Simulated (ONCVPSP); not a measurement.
# Debugging a pseudopotential input (technetium, ONCVPSP 4.0.1)

Command:

```bash
oncvpsp.x < Tc.dat > Tc.out
```

Input:

```
# ATOM AND REFERENCE CONFIGURATION
# atsym  z   nc   nv     iexc    psfile
  Tc 43.00    6    4        4      upf
#
#   n    l    f
    1    0    2.00
    2    0    2.00
    2    1    6.00
    3    0    2.00
    3    1    6.00
    3    2   10.00
    4    0    2.00
    4    1    6.00
    4    2    5.00
    5    0    1.00
#
# PSEUDOPOTENTIAL AND OPTIMIZATION
# lmax
    2
#
#   l,   rc,      ep,       ncon, nbas, qcut
    0    2.00    0.00    4    7    7.60
    1    1.85    0.00    4    9    7.10
    2    1.90    0.00    4    3    6.60
#
# LOCAL POTENTIAL
# lloc, lpopt,  rc(5),   dvloc0
    4    5    1.60    2.00
#
# VANDERBILT-KLEINMAN-BYLANDER PROJECTORs
# l, nproj, debl
    0    2    3.30
    1    2    1.60
    2    2    0.50
#
# MODEL CORE CHARGE
# icmod, fcfact, rcfact
    1    0.70    0.00
#
# LOG DERIVATIVE ANALYSIS
# epsh1, epsh2, depsh
   -4.00    5.00    0.02
#
# OUTPUT GRID
# rlmax, drl
    6.00    0.01
#
# TEST CONFIGURATIONS
# ncnf
    4
# nvcnf
#   n    l    f
    4
    4    0    2.00
    4    1    6.00
    4    2    5.00
    5    0    2.00
#
    4
    4    0    2.00
    4    1    6.00
    4    2    5.00
    5    0    0.00
#
    4
    4    0    2.00
    4    1    6.00
    4    2    4.00
    5    0    0.00
#
    5
    4    0    2.00
    4    1    6.00
    4    2    5.00
    5    0    0.00
    5    1    2.00
#
```

This is an input that runs to its end, with one change: nbas of l = 2 set to 3.

Question: How does the run end?

Answer: The program refuses the input: "test_data: must have ncon+3 <= nbas <= ncon+5, l= 2".

```
ONCVPSP  (Optimized Norm-Conservinng Vanderbilt PSeudopotential)
scalar-relativistic version 4.0.1

test_data: must have ncon+3 <= nbas <= ncon+5, l=   2
 for nproj=2
ERROR: test_data found   1 ERROR; stopping
```
